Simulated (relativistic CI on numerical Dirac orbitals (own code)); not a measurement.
## Slater and spin-orbit integrals, Er

Computed by Dirac-Coulomb-Breit CI, KLI orbitals optimised for each configuration, a model potential for QED, valence Slater integrals scaled by 0.85, P86 correlation energy added to each configuration (own radial code, finite nucleus).

Slater integrals F^k, G^k are unscaled and averaged over j, outside the closed core [Xe]; ζ comes from projecting the Hamiltonian with its Breit term on Σ l·s of the shell.

- 4f¹²6s²: F^2(4f,4f) = 117300, F^4(4f,4f) = 73002, F^6(4f,4f) = 52361, ζ(4f) = 2292.5 cm⁻¹; <r>(4f) = 0.8236, <r^2>(4f) = 0.9457 (bohr units).
- 4f¹¹6s²5d: F^2(4f,4f) = 125180, F^4(4f,4f) = 78270, F^6(4f,4f) = 56236, ζ(4f) = 2395.6, F^2(4f,5d) = 18198, F^4(4f,5d) = 8324.8, G^1(4f,5d) = 8471.2, G^3(4f,5d) = 6485.9, G^5(4f,5d) = 4847.6, ζ(5d) = 601.24 cm⁻¹; <r>(4f) = 0.7717, <r^2>(4f) = 0.7859, <r>(5d) = 3.039, <r^2>(5d) = 11.85 (bohr units).
- 4f¹²6s6p: F^2(4f,4f) = 117560, F^4(4f,4f) = 73165, F^6(4f,4f) = 52478, ζ(4f) = 2280.7, G^3(4f,6s) = 2013.3, F^2(4f,6p) = 3416.8, G^2(4f,6p) = 836.43, G^4(4f,6p) = 728.14, G^1(6s,6p) = 21803, ζ(6p) = 1030.1 cm⁻¹; <r>(4f) = 0.8202, <r^2>(4f) = 0.9288, <r>(6s) = 4.05, <r^2>(6s) = 18.8, <r>(6p) = 5.889, <r^2>(6p) = 39.85 (bohr units).

In this model ζ of a weakly bound d, f or g electron outside closed shells comes out too small, for d by up to a factor of two or three and at times with the wrong sign; that of an outer p electron is too small as well.

Correlation outside the listed configurations is missing or only estimated: errors of thousands of cm⁻¹ between configurations and terms are usual at this charge. Rates and lifetimes follow the computed energies and can be off by large factors. The fine structure of a lone outer electron comes out too small, for d and f at times inverted, and misplaced configurations move strength between like terms. 5 of the 21 excited levels that our extract of the measured tables holds in this range could be paired (the sources list more); they are missed by 4012 cm⁻¹ on average and 12416 at most, and levels without a partner can miss by more. Some levels of the ground configuration have no partner and can miss by 10 % or more. The computed lowest level isn't the tabulated ground level, which NIST ASD gives as 4f12 6s2 3H6.

Averages of the first 10 configurations, taken without configuration mixing, which lowers the lowest level and can move excited configurations by several eV; other configurations of the list can lie among them:

```tsv
Configuration	Parity	States	Average energy above the lowest level (eV)
4f¹²6s²	even	91	4.0
4f¹¹6s²5d	odd	3640	5.0
4f¹²6s6p	odd	1092	5.9
4f¹¹6s²6p	even	2184	5.9
4f¹²6s5d	even	1820	6.5
4f¹²6s6d	even	1820	8.2
4f¹²6s6f	odd	2548	9.0
4f¹²5d6p	odd	5460	8.8
4f¹²6s7s	even	364	7.4
4f¹²6s8s	even	364	8.5
```
